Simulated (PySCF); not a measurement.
MF cations for M along group 13

CCSD(T) with triple-zeta basis sets in PySCF, for the lowest determinant that a PBE0 search found; no spin–orbit coupling. De refers to high-spin ground-configuration atoms (the charge goes to the atom of lower measured ionisation energy or higher electron affinity, which is not always the lowest computed limit).

| M | basis | reference, frozen orbitals | charged atom | state (unpaired electrons) | Re (Å) | ωe (cm⁻¹) | De (eV) |
| --- | --- | --- | --- | --- | --- | --- | --- |
| B | cc-pVTZ | UHF, 2 | B+ | doublet (σ ↑) | 1.218 | 1691 | 4.90 |
| Al | def2-TZVPPD | UHF, 6 | Al+ | doublet (σ ↑) | 1.605 | 941 | 3.18 |
| In | def2-TZVPPD | UHF, 5 | In+ | doublet (σ ↑) | 1.903 | 618 | 1.04 |

Task: The row for M = Ga is missing. Estimate Re, ωe and De as the mean of the rows for Al and In, and compare with the calculation.

Result: The means are 1.754 Å, 780 cm⁻¹ and 2.11 eV. UHF-CCSD(T) in def2-TZVPPD gives GaF⁺ as a doublet (σ ↑) with Re = 1.699 Å, ωe = 752 cm⁻¹, De = 1.64 eV, so the estimate is off by +5.5 pm, +4 % and +0.47 eV.

The rows differ in basis set, which adds steps of its own.

Correlated steps freeze the inner cores (2 to 10 orbitals); shallow outer-core shells are correlated. Spin–orbit coupling is left out, which matters for elements this heavy, above all for dissociation energies. For an ion De counts to the pair picked by the measured ionisation energies or electron affinities, which need not be the lowest pair at this level. States were picked by a PBE0 search and need not be the measured ground states.
